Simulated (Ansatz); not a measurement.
A barrier at the coupled-cluster level

Start structure (SiNH₅ClF, singlet), relaxed at PBE0-D4/def2-TZVP:

```json
{"atom": "Si1", "x (Å)": "-0.6794", "y (Å)": "-0.7118", "z (Å)": "-0.3132"}
{"atom": "Cl2", "x (Å)": "1.0557", "y (Å)": "-1.7095", "z (Å)": "0.3366"}
{"atom": "H3", "x (Å)": "-1.1699", "y (Å)": "-1.5087", "z (Å)": "-1.4557"}
{"atom": "H4", "x (Å)": "-1.5680", "y (Å)": "-0.7398", "z (Å)": "0.8640"}
{"atom": "N5", "x (Å)": "-0.4060", "y (Å)": "0.8826", "z (Å)": "-0.8101"}
{"atom": "H6", "x (Å)": "1.5083", "y (Å)": "0.1414", "z (Å)": "1.4619"}
{"atom": "F7", "x (Å)": "1.3805", "y (Å)": "1.0115", "z (Å)": "1.7731"}
{"atom": "H8", "x (Å)": "-0.0915", "y (Å)": "1.5611", "z (Å)": "-0.1316"}
{"atom": "H9", "x (Å)": "-0.0298", "y (Å)": "1.0732", "z (Å)": "-1.7249"}
```

The step: SiNH₄Cl ([NH2][SiH2][Cl]) + HF → SiNH₄F ([NH2][SiH2][F]) + HCl; bonds formed: Si1–F7, Cl2–H6; bonds broken: Si1–Cl2, H6–F7. Program: Ansatz 0.2.0. Basis: def2-TZVPP and def2-QZVPP. Cores are frozen in the correlated methods. Extrapolation: Hartree–Fock as exp(−7.88 √X), correlation as X^−2.97. Energies below are by CCSD(T) at an estimated basis limit (MP2 extrapolated from triple and quadruple zeta, plus CCSD(T) − MP2 in triple zeta).

Q: What are the electronic barrier and the energy of the step, from the start structure to the end structure? (An estimate is asked for; the value comes from the calculation.)

A: By the calculation: Barrier 1.278 eV; step energy -0.377 eV (downhill); reverse barrier, their difference, 1.655 eV. Barrier and step energy count from the start structure, the reverse barrier from the end structure.

The saddle point: One imaginary mode of 525i cm⁻¹.
```json
{"pair": "Si1–F7", "start (Å)": "3.40", "saddle (Å)": "1.88", "end (Å)": "1.62"}
{"pair": "Cl2–H6", "start (Å)": "2.21", "saddle (Å)": "1.52", "end (Å)": "1.29"}
{"pair": "Si1–Cl2", "start (Å)": "2.10", "saddle (Å)": "2.50", "end (Å)": "3.99"}
{"pair": "H6–F7", "start (Å)": "0.93", "saddle (Å)": "1.16", "end (Å)": "2.00"}
```

Zero-point energy (harmonic, PBE0-D4): ZPE is 1.551 eV at the start and 1.474 eV at the saddle, so the barrier goes from 1.278 to 1.201 eV.

No T1 diagnostic of these runs exceeds 0.012.

Labels in which every atom is bracketed show which atoms are joined, not bond orders.

For scale, one of the runs: CCSD(T)/def2-TZVPP, 216 basis functions, launched by `ansatz run in.yaml --threads 4 --pin off --events-out ev --progress --plain --max-ram 9574MiB`. Hardware: 4 CPU threads of an Arm Neoverse V2, shared host. Wall time 52 s; peak host memory 3.1 GiB.
